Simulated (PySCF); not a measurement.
**Dipole response of Cl⁺ (chlorine, charge +1)**

[Ne] 3s2 3p3 3d1, high-spin 5D determinant (an excited configuration). All numbers are calculated (PySCF 2.14, the non-relativistic Hamiltonian (point nucleus), in dyall-av3z). Coupled (time-dependent) response in atomic units; α is the mean over directions.

```tsv
method	mean α (bohr³)	α xx, yy, zz	C₆ (like pair)	S(−4)
LC-wPBE	25.39	34.09, 34.09, 7.984	78.39	4617
MN15	30.74	42.09, 42.09, 8.043	86.48	8223
```

S(−4) is the Cauchy moment in α(ω) = α(0) + S(−4) ω² + …

α(iu) at LC-wPBE:

```csv
u (hartree),α(iu) (bohr³)
0,25.39
0.0500,18.54
0.100,12.96
0.200,9.355
0.300,7.901
0.500,6.038
0.750,4.378
1.00,3.218
1.50,1.866
2.00,1.191
3.00,0.6000
5.00,0.2441
```

A single London oscillator, α(iu) = α/(1 + u²/ω²), gives C₆ = (3/4) ω α². Matching the computed C₆ needs ω = 4 × 78.39 / (3 × 25.39²) = 0.162 hartree.

For an ion, C₆ is the dispersion term alone; charge-induced terms of lower order in 1/R come first.

The components differ because the open shell of this determinant is not spherical; for a pure term their mean is the scalar polarisability.

The outer electron is Rydberg-like, and this basis confines it to a smaller radius and binds it less than a complete one would.
